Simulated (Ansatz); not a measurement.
Total energies of CH$_{3}$NOSi (`N#CO[SiH3]`).

```xyz
7

N    -1.142   -2.466    0.299
C    -0.660   -1.450    0.561
O    -0.129   -0.333    0.882
Si    0.383    0.836   -0.236
H     0.924    1.910    0.618
H     1.415    0.228   -1.103
H    -0.791    1.274   -1.021
```

The species carries charge 0 and has multiplicity 1. All single points use the PBE0-D4/def2-TZVP geometry. Basis def2-TZVPP, the Gaussian-basis code of Ansatz.

RPA on PBE orbitals: Hartree–Fock energy of these orbitals -457.89749 Eh, correlation -1.10888 Eh (frozen core).

| functional | energy without D4 (Eh) | D4 term (kJ/mol) |
| --- | --- | --- |
| BLYP | -459.41641 | -25.4 |
| B97M-V | -459.34224 | – |

(1) Give the same for LDA (SPW92), PBE, revPBE, r2SCAN, PBE0, B3LYP, r2SCANh, r2SCAN0, HSE06 (plane-wave form), BHLYP, CAM-B3LYP, LC-ωPBE, ωB97X-V, ωB97M-V, B2PLYP, PBE-QIDH. (An estimate is asked.)

B3LYP takes the VWN-RPA correlation (the form of Gaussian; ORCA's B3LYP/G). HSE06 is the plane-wave form, built on full-range PBE exchange. The double hybrids freeze the cores in their second-order part.

Answers

(1) Ansatz gave: 
```csv
functional,energy without D4 (Eh),D4 term (kJ/mol)
LDA (SPW92),-456.94030,–
PBE,-459.10544,-11.4
revPBE,-459.33839,-36.3
r2SCAN,-459.33150,-2.7
PBE0,-459.13233,-9.6
B3LYP,-459.47532,-18.4
r2SCANh,-459.31842,-2.9
r2SCAN0,-459.29984,-3.2
HSE06 (plane-wave form),-459.11760,-8.9
BHLYP,-459.36025,-13.7
CAM-B3LYP,-459.39027,-9.7
LC-ωPBE,-459.24203,–
ωB97X-V,-459.34746,–
ωB97M-V,-459.37656,–
B2PLYP,-459.21331,–
PBE-QIDH,-459.02332,–
```

LC-ωPBE has ω = 0.4 bohr⁻¹.
